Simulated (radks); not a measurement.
Values are calculated unless marked as measured or tabulated.
Coulomb parameter of the 4d shell of neutral ruthenium in the model configuration [Kr] 4d7 5s1, as a second difference U = [E(n + 0.5) + E(n - 0.5) - 2 E(n)] / (0.5)^2 with all orbitals relaxed. "Bare": the charge of the atom changes with n. "Screened": the 5s shell takes up the change at fixed total charge, which measures U(4d,4d) + U(5s,5s) - 2 U(4d,5s). Level of theory: scalar-relativistic Kohn-Sham, PBEsol, spin-unpolarised, spherical densities, finite nucleus; Fermi nuclear charge, rms radius 4.4809 fm (a radial shooting solver on a logarithmic mesh with Libxc functionals).

case,configuration,E - E(n) (eV)
start,[Kr] 4d7 5s1,0.000
bare +0.5,[Kr] 4d7.5 5s1,-1.550
bare -0.5,[Kr] 4d6.5 5s1,3.787
screened +0.5,[Kr] 4d7.5 5s0.5,-0.313
screened -0.5,[Kr] 4d6.5 5s1.5,0.650

U(bare) = 8.947 eV, U(screened by 5s) = 1.347 eV, against the Slater integral F0(4d,4d) = 14.717 eV with frozen orbitals. The step up makes a negative ion, whose loosely bound charge lowers the bare value.
